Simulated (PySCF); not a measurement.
ZnH2, SMILES [ZnH2].

The structure is a stationary point at r2SCAN-D4/def2-TZVPD. The isomer is the one that the SMILES or the coordinates give; other isomers of the formula were not compared.

Vertical ionisation energy (IE) and electron affinity (EA) in eV. Rows of orbital energies are one-electron estimates. Where ΔSCF, EOM or ADC give a negative EA the extra electron is unbound and the value depends on the basis.

```
level                                            IE     EA
--------------------------------------------  -----  -----
−ε(HOMO), −ε(LUMO), HF/def2-TZVPD (PySCF)     10.89  -0.84
−ε(HOMO), −ε(LUMO), B3LYP/def2-TZVPD (PySCF)    ___    ___
```

What belongs in the gaps? (The exact figures need the calculation; the answer reports its results.)


- −ε(HOMO), −ε(LUMO), B3LYP/def2-TZVPD (PySCF), IE: 7.88
- −ε(HOMO), −ε(LUMO), B3LYP/def2-TZVPD (PySCF), EA: 1.03
